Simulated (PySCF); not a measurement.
A GIAO shielding run with PySCF 2.14.0 with density-fitted response routines (density fitting, non-relativistic, gas phase) on `C(C)#CC[Si@@H](S)C(F)F`, C₅H₈F₂SSi:

```
$ OMP_NUM_THREADS=1 python probes_run.py task.json out

{"job": {"kind": "nmr", "xc": "PBE0", "basis": "pcSseg-1"}, "charge": 0, "multiplicity": 1}
C      3.321530    -0.693097     0.862982
C      2.111067    -0.588796     0.076831
C      1.115217    -0.514462    -0.586002
C     -0.093830    -0.413398    -1.375866
Si    -1.279937     0.890813    -0.662295
S     -3.021571     1.038379    -1.906507
C     -1.836761     0.272114     1.090494
F     -2.405895    -0.961994     1.024025
F     -2.793044     1.097023     1.607723
H      3.547787    -1.740145     1.062831
H      3.198299    -0.170945     1.811819
H      4.156705    -0.249213     0.321735
H      0.168197    -0.151274    -2.403032
H     -0.584102    -1.391630    -1.405778
H     -0.689909     2.208620    -0.439140
H     -3.893860     1.164121    -0.918015
H     -1.026891     0.215913     1.828285
```

Hardware: 1 thread of an Arm Neoverse N1, shared host. The job also computes population analyses, field gradients.

Question: How large is the calculation?

Answer: 86 electrons, 207 basis functions and 1119 auxiliary functions.

Question: How long does it take, and how much memory does it need?

Answer: 69 s of wall time, with 14 SCF cycles and 5 response iterations; peak memory 0.94 GiB. Times on a shared host scatter by some tens of per cent.
